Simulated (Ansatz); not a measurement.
Ansatz (a quantum-chemistry and plane-wave program) input (B3LYP-D3(BJ)/def2-TZVP):

Ansatz 0.2 input:
```yaml
crystal:
  periodic: [false, false, false]
  atoms:
    - {symbol: C, position_ang: [-1.82901142, -1.93640087, 0.48760890]}
    - {symbol: C, position_ang: [-1.03158050, -0.75581155, 0.90830003]}
    - {symbol: C, position_ang: [-0.47040929, 0.20852508, -0.08366232]}
    - {symbol: C, position_ang: [0.12089340, 1.43969889, 0.61794064]}
    - {symbol: C, position_ang: [0.63397571, 2.52473335, -0.32380675]}
    - {symbol: C, position_ang: [0.52224161, -0.47799807, -1.05819095]}
    - {symbol: C, position_ang: [1.79356432, -1.00310000, -0.39755094]}
    - {symbol: H, position_ang: [-2.45505333, -2.31230990, 1.29911334]}
    - {symbol: H, position_ang: [-1.19488659, -2.77689496, 0.16547249]}
    - {symbol: H, position_ang: [-2.47714352, -1.70041445, -0.36271410]}
    - {symbol: H, position_ang: [-0.72939417, -0.67418601, 1.94587543]}
    - {symbol: H, position_ang: [-1.30198572, 0.55851900, -0.71575215]}
    - {symbol: H, position_ang: [-0.65469700, 1.86020755, 1.26405514]}
    - {symbol: H, position_ang: [0.92658727, 1.12127945, 1.28601800]}
    - {symbol: H, position_ang: [1.48974690, 2.18529705, -0.90970563]}
    - {symbol: H, position_ang: [-0.14378497, 2.83665564, -1.02559966]}
    - {symbol: H, position_ang: [0.94976111, 3.40776463, 0.23459545]}
    - {symbol: H, position_ang: [0.00062937, -1.30471726, -1.54700008]}
    - {symbol: H, position_ang: [0.78169815, 0.22397992, -1.85446633]}
    - {symbol: H, position_ang: [2.39182344, -0.19524303, 0.02752492]}
    - {symbol: H, position_ang: [1.55934576, -1.69971913, 0.41017980]}
    - {symbol: H, position_ang: [2.41931012, -1.52809949, -1.12142835]}
basis:
  gaussian:
    orbitals: def2-TZVP
hamiltonian:
  xc: b3lyp
  dispersion: d3bj
magnetization: {spin_polarized: true, initial_magnetization: 1}
phonons: {temperatures: {t_min: 298.15, t_max: 298.15, t_step: 100}}
```

Output:

```
Functional definition: B3LYP
integrals: 0.33 GiB planned
1920 factors; their error is unknown
0.42 GiB of the device are held for the grids
2.13 GiB of device memory are held for the factors and their scratch space
mean field: 2.74 GiB planned
mean field evaluation 1: about -7485.6950 eV, gradient 6.5e1 eV
mean field evaluation 2: about -7469.2859 eV, gradient 8.4e1 eV
mean field evaluation 4: about -7505.7856 eV, gradient 4.8e0 eV
mean field evaluation 8: about -7505.8968 eV, gradient 6.9e-2 eV
mean field evaluation 16: about -7505.8427 eV, gradient 6.0e-4 eV
mean field -7505.84266351 eV, -275.8346302412 hartree, gradient 6.1e-5 eV, S^2 0.754175; 0 other end points of the search recorded, 0 dependent functions left out
the calculation of the forces begins
reference -7505.84302035 eV, -275.8346433546 hartree; 29, 28 occupied and 278, 279 virtual orbitals, 1920 factors
these checks for a lower state are left out or cut short: stability, starts, cluster_reference, orbital_swaps, neighbouring_geometries, increment
integrals: 0.33 GiB planned
1920 factors; their error is unknown
0.42 GiB of the device are held for the grids
2.13 GiB of device memory are held for the factors and their scratch space
mean field: 2.74 GiB planned
mean field -7505.84244183 eV, -275.8346220945 hartree, gradient 3.4e-6 eV, S^2 0.754169; 0 other end points of the search recorded, 0 dependent functions left out
the calculation of the forces begins
reference -7505.84279876 eV, -275.8346352113 hartree; 29, 28 occupied and 278, 279 virtual orbitals, 1920 factors
these checks for a lower state are left out or cut short: stability, starts, cluster_reference, orbital_swaps, neighbouring_geometries, increment
integrals: 0.33 GiB planned
1920 factors; their error is unknown
0.42 GiB of the device are held for the grids
2.13 GiB of device memory are held for the factors and their scratch space
mean field: 2.74 GiB planned
mean field evaluation 32: about -7505.8426 eV, gradient 2.4e-6 eV
mean field -7505.84258275 eV, -275.8346272731 hartree, gradient 3.4e-6 eV, S^2 0.754180; 0 other end points of the search recorded, 0 dependent functions left out
the calculation of the forces begins
reference -7505.84293949 eV, -275.8346403832 hartree; 29, 28 occupied and 278, 279 virtual orbitals, 1920 factors
these checks for a lower state are left out or cut short: stability, starts, cluster_reference, orbital_swaps, neighbouring_geometries, increment
integrals: 0.33 GiB planned
1920 factors; their error is unknown
0.42 GiB of the device are held for the grids
2.13 GiB of device memory are held for the factors and their scratch space
mean field: 2.74 GiB planned
mean field -7505.84246183 eV, -275.8346228293 hartree, gradient 3.4e-6 eV, S^2 0.754178; 0 other end points of the search recorded, 0 dependent functions left out
the calculation of the forces begins
reference -7505.84281872 eV, -275.8346359449 hartree; 29, 28 occupied and 278, 279 virtual orbitals, 1920 factors
these checks for a lower state are left out or cut short: stability, starts, cluster_reference, orbital_swaps, neighbouring_geometries, increment
integrals: 0.33 GiB planned
1920 factors; their error is unknown
0.42 GiB of the device are held for the grids
2.13 GiB of device memory are held for the factors and their scratch space
mean field: 2.74 GiB planned
mean field -7505.84257934 eV, -275.8346271479 hartree, gradient 3.4e-6 eV, S^2 0.754172; 0 other end points of the search recorded, 0 dependent functions left out
[...]
2.13 GiB of device memory are held for the factors and their scratch space
mean field: 2.74 GiB planned
mean field -7505.84258019 eV, -275.8346271791 hartree, gradient 3.4e-6 eV, S^2 0.754175; 0 other end points of the search recorded, 0 dependent functions left out
the calculation of the forces begins
reference -7505.84293701 eV, -275.8346402921 hartree; 29, 28 occupied and 278, 279 virtual orbitals, 1920 factors
these checks for a lower state are left out or cut short: stability, starts, cluster_reference, orbital_swaps, neighbouring_geometries, increment
integrals: 0.33 GiB planned
1920 factors; their error is unknown
0.42 GiB of the device are held for the grids
2.13 GiB of device memory are held for the factors and their scratch space
mean field: 2.74 GiB planned
mean field -7505.84264757 eV, -275.8346296554 hartree, gradient 3.4e-6 eV, S^2 0.754175; 0 other end points of the search recorded, 0 dependent functions left out
the calculation of the forces begins
reference -7505.84300442 eV, -275.8346427693 hartree; 29, 28 occupied and 278, 279 virtual orbitals, 1920 factors
these checks for a lower state are left out or cut short: stability, starts, cluster_reference, orbital_swaps, neighbouring_geometries, increment
integrals: 0.33 GiB planned
1920 factors; their error is unknown
0.42 GiB of the device are held for the grids
2.13 GiB of device memory are held for the factors and their scratch space
mean field: 2.74 GiB planned
mean field -7505.84260745 eV, -275.8346281809 hartree, gradient 3.4e-6 eV, S^2 0.754175; 0 other end points of the search recorded, 0 dependent functions left out
the calculation of the forces begins
reference -7505.84296429 eV, -275.8346412946 hartree; 29, 28 occupied and 278, 279 virtual orbitals, 1920 factors
these checks for a lower state are left out or cut short: stability, starts, cluster_reference, orbital_swaps, neighbouring_geometries, increment
integrals: 0.33 GiB planned
1920 factors; their error is unknown
0.42 GiB of the device are held for the grids
2.13 GiB of device memory are held for the factors and their scratch space
mean field: 2.74 GiB planned
mean field evaluation 896: about -7505.8874 eV, gradient 7.4e-4 eV
mean field -7505.84259629 eV, -275.8346277709 hartree, gradient 3.4e-6 eV, S^2 0.754175; 0 other end points of the search recorded, 0 dependent functions left out
the calculation of the forces begins
reference -7505.84295312 eV, -275.8346408841 hartree; 29, 28 occupied and 278, 279 virtual orbitals, 1920 factors
these checks for a lower state are left out or cut short: stability, starts, cluster_reference, orbital_swaps, neighbouring_geometries, increment
integrals: 0.33 GiB planned
1920 factors; their error is unknown
0.42 GiB of the device are held for the grids
2.13 GiB of device memory are held for the factors and their scratch space
mean field: 2.74 GiB planned
mean field -7505.84265184 eV, -275.8346298123 hartree, gradient 3.4e-6 eV, S^2 0.754175; 0 other end points of the search recorded, 0 dependent functions left out
the calculation of the forces begins
reference -7505.84300873 eV, -275.8346429277 hartree; 29, 28 occupied and 278, 279 virtual orbitals, 1920 factors
these checks for a lower state are left out or cut short: stability, starts, cluster_reference, orbital_swaps, neighbouring_geometries, increment
integrals: 0.33 GiB planned
1920 factors; their error is unknown
0.42 GiB of the device are held for the grids
2.13 GiB of device memory are held for the factors and their scratch space
mean field: 2.74 GiB planned
mean field -7505.84258929 eV, -275.8346275136 hartree, gradient 3.4e-6 eV, S^2 0.754175; 0 other end points of the search recorded, 0 dependent functions left out
the calculation of the forces begins
reference -7505.84294607 eV, -275.8346406251 hartree; 29, 28 occupied and 278, 279 virtual orbitals, 1920 factors
these checks for a lower state are left out or cut short: stability, starts, cluster_reference, orbital_swaps, neighbouring_geometries, increment
integrals: 0.33 GiB planned
1920 factors; their error is unknown
0.42 GiB of the device are held for the grids
2.13 GiB of device memory are held for the factors and their scratch space
mean field: 2.74 GiB planned
mean field -7505.84260988 eV, -275.8346282702 hartree, gradient 3.4e-6 eV, S^2 0.754175; 0 other end points of the search recorded, 0 dependent functions left out
the calculation of the forces begins
reference -7505.84296666 eV, -275.8346413818 hartree; 29, 28 occupied and 278, 279 virtual orbitals, 1920 factors
these checks for a lower state are left out or cut short: stability, starts, cluster_reference, orbital_swaps, neighbouring_geometries, increment
integrals: 0.33 GiB planned
1920 factors; their error is unknown
0.42 GiB of the device are held for the grids
2.13 GiB of device memory are held for the factors and their scratch space
mean field: 2.74 GiB planned
mean field evaluation 928: about -7505.8426 eV, gradient 2.4e-6 eV
mean field -7505.84264872 eV, -275.8346296977 hartree, gradient 3.4e-6 eV, S^2 0.754175; 0 other end points of the search recorded, 0 dependent functions left out
the calculation of the forces begins
reference -7505.84300561 eV, -275.8346428129 hartree; 29, 28 occupied and 278, 279 virtual orbitals, 1920 factors
these checks for a lower state are left out or cut short: stability, starts, cluster_reference, orbital_swaps, neighbouring_geometries, increment
integrals: 0.33 GiB planned
1920 factors; their error is unknown
0.42 GiB of the device are held for the grids
2.13 GiB of device memory are held for the factors and their scratch space
mean field: 2.74 GiB planned
mean field -7505.84260001 eV, -275.8346279076 hartree, gradient 3.4e-6 eV, S^2 0.754175; 0 other end points of the search recorded, 0 dependent functions left out
the calculation of the forces begins
reference -7505.84295679 eV, -275.8346410190 hartree; 29, 28 occupied and 278, 279 virtual orbitals, 1920 factors
these checks for a lower state are left out or cut short: stability, starts, cluster_reference, orbital_swaps, neighbouring_geometries, increment
integrals: 0.33 GiB planned
1920 factors; their error is unknown
0.42 GiB of the device are held for the grids
2.13 GiB of device memory are held for the factors and their scratch space
mean field: 2.74 GiB planned
mean field -7505.84261900 eV, -275.8346286055 hartree, gradient 3.4e-6 eV, S^2 0.754175; 0 other end points of the search recorded, 0 dependent functions left out
the calculation of the forces begins
reference -7505.84297590 eV, -275.8346417211 hartree; 29, 28 occupied and 278, 279 virtual orbitals, 1920 factors
Total energy: -7506.70331683 eV, -275.8662586672 hartree
Atom 0 at    -1.829011    -1.936401     0.487609 Å, force    -0.000056     0.000026    -0.000027 eV/Å
Atom 1 at    -1.031581    -0.755812     0.908300 Å, force    -0.000257    -0.001179    -0.000326 eV/Å
Atom 2 at    -0.470409     0.208525    -0.083662 Å, force     0.000347     0.000743    -0.000349 eV/Å
Atom 3 at     0.120893     1.439699     0.617941 Å, force     0.000243    -0.000378    -0.000568 eV/Å
Atom 4 at     0.633976     2.524733    -0.323807 Å, force    -0.000136     0.000036     0.000311 eV/Å
Atom 5 at     0.522242    -0.477998    -1.058191 Å, force    -0.000872     0.000111     0.000769 eV/Å
Atom 6 at     1.793564    -1.003100    -0.397551 Å, force    -0.000034    -0.000150    -0.000190 eV/Å
Atom 7 at    -2.455053    -2.312310     1.299113 Å, force     0.000172    -0.000004    -0.000290 eV/Å
Atom 8 at    -1.194887    -2.776895     0.165472 Å, force    -0.000172     0.000461     0.000178 eV/Å
Atom 9 at    -2.477144    -1.700414    -0.362714 Å, force     0.000186    -0.000014     0.000241 eV/Å
Atom 10 at    -0.729394    -0.674186     1.945875 Å, force    -0.000004     0.000038    -0.000087 eV/Å
Atom 11 at    -1.301986     0.558519    -0.715752 Å, force    -0.000149     0.000111     0.000084 eV/Å
Atom 12 at    -0.654697     1.860208     1.264055 Å, force     0.000031     0.000087    -0.000058 eV/Å
Atom 13 at     0.926587     1.121279     1.286018 Å, force     0.000048     0.000175    -0.000083 eV/Å
Atom 14 at     1.489747     2.185297    -0.909706 Å, force    -0.000004     0.000120     0.000031 eV/Å
Atom 15 at    -0.143785     2.836656    -1.025600 Å, force    -0.000044    -0.000098     0.000138 eV/Å
Atom 16 at     0.949761     3.407765     0.234595 Å, force     0.000087     0.000091    -0.000063 eV/Å
Atom 17 at     0.000629    -1.304717    -1.547000 Å, force     0.000043     0.000022    -0.000129 eV/Å
Atom 18 at     0.781698     0.223980    -1.854466 Å, force     0.000105    -0.000274     0.000172 eV/Å
Atom 19 at     2.391823    -0.195243     0.027525 Å, force     0.000032    -0.000160    -0.000068 eV/Å
Atom 20 at     1.559346    -1.699719     0.410180 Å, force     0.000377     0.000285     0.000216 eV/Å
Atom 21 at     2.419310    -1.528099    -1.121428 Å, force     0.000056    -0.000046     0.000099 eV/Å
Dipole moment:    -0.001027    -0.022796    -0.025344 e Å
Vibrations: 61.36 85.89 112.48 140.68 195.62 218.74 225.45 281.18 309.76 369.61 403.25 474.44 568.32 742.45 787.99 831.42 905.77 921.95 990.21 1009.94 1027.00 1049.29 1051.92 1106.33 1125.36 1180.68 1188.16 1269.33 1274.48 1303.72 1333.83 1366.07 1387.78 1405.00 1413.38 1414.68 1419.82 1473.88 1482.61 1489.51 1494.09 1501.50 1503.16 1507.57 1516.74 2933.58 2945.17 3022.97 3023.88 3028.25 3033.27 3034.65 3048.38 3056.96 3080.09 3086.38 3091.72 3093.75 3096.37 3160.69 cm⁻¹, zero-point energy 5.496128 eV
```

It need not be the lowest isomer of its formula.
